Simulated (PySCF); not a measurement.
Species: C₃H₆N₂Si.
SMILES with atom numbers: `[SiH3:1][n:2]1[cH:3][cH:4][n:5][cH:6]1`

Structure used (PBE0-D3(BJ)/def2-SVP), in Å, numbered top down from 1:
```xyz
12
C3H6N2Si angstrom
Si     1.899    0.035    0.002
N      0.126   -0.076   -0.021
C     -0.785    0.939    0.208
C     -2.027    0.369    0.093
N     -1.914   -0.963   -0.198
C     -0.632   -1.198   -0.259
H      2.391   -1.331   -0.316
H      2.355    0.471    1.351
H      2.349    1.021   -1.020
H     -0.474    1.959    0.427
H     -2.997    0.853    0.206
H     -0.172   -2.164   -0.473
```

NICS = −σ at a ghost point: NICS(0) at the centroid of the ring atoms, NICS(1) 1 Å to either side along the normal of their mean plane, zz for the tensor component along that normal. Level: GIAO PBE0/pcSseg-1 (PySCF, non-relativistic, gas phase) on the PBE0-D3(BJ)/def2-SVP geometry, one conformer.

Ring bond lengths (Å), with Mayer bond orders in brackets: N2–C3 1.383 (1.10), C3–C4 1.371 (1.57), C4–N5 1.369 (1.32), N5–C6 1.304 (1.65), C6–N2 1.375 (1.13).

Task: What do the NICS probes read (ppm)?

Result: 
```csv
ring,type,NICS(0),"NICS(1), two faces","NICS(1)zz, two faces",rms pucker (Å),"centre to ring atoms, mean (Å)"
N2–C3–C4–N5–C6,5-membered ring with 2 N; formal bonds all aromatic,-12.9,-11.4 / -11.4,-31.0 / -31.0,0.00,1.16
```

Task: What can be read from them?

Result: 
- N2–C3–C4–N5–C6: mean NICS(1)zz -31.0 ppm, shielded. For a flat ring without four-coordinate atoms the NICS criterion counts such a value as aromatic.

Task: How equal are the bonds by HOMA? HOMA = 1 − mean of α(R − Ropt)² over the ring bonds, with Krygowski's 1993 parameters (CC: Ropt 1.388 Å, α 257.7 Å⁻²; CN: Ropt 1.334 Å, α 93.52 Å⁻²).

Result: 
- N2–C3–C4–N5–C6: HOMA 0.87; the largest term is that of N2–C3, α(R − Ropt)² = 0.22. The geometric and the magnetic index point the same way.

Task: What are the shieldings of the ring atoms and their hydrogens in the same run (means over atoms taken as equivalent)?

Result: 
| atoms | environment | σ isotropic (ppm) |
| --- | --- | --- |
| N2 | pyrrole-type nitrogen | 90.0 |
| C3 | aromatic CH next to a ring nitrogen | 60.1 |
| C4 | aromatic CH next to a ring nitrogen | 44.8 |
| N5 | pyridine-type nitrogen | -46.1 |
| C6 | aromatic CH next to a ring nitrogen | 39.4 |
| H10 | aromatic hydrogen | 24.27 |
| H11 | aromatic hydrogen | 23.86 |
| H12 | aromatic hydrogen | 24.00 |

Task: How do the values depend on the level or the medium?

Result: 
```json
{"level": "PBE0/pcSseg-1, gas", "NICS(0), N2–C3–C4–N5–C6": "-12.9", "mean NICS(1)zz, N2–C3–C4–N5–C6": "-31.0"}
{"level": "wB97X-D/pcSseg-2, gas", "NICS(0), N2–C3–C4–N5–C6": "-11.8", "mean NICS(1)zz, N2–C3–C4–N5–C6": "-31.0"}
```

The geometry is the same throughout.
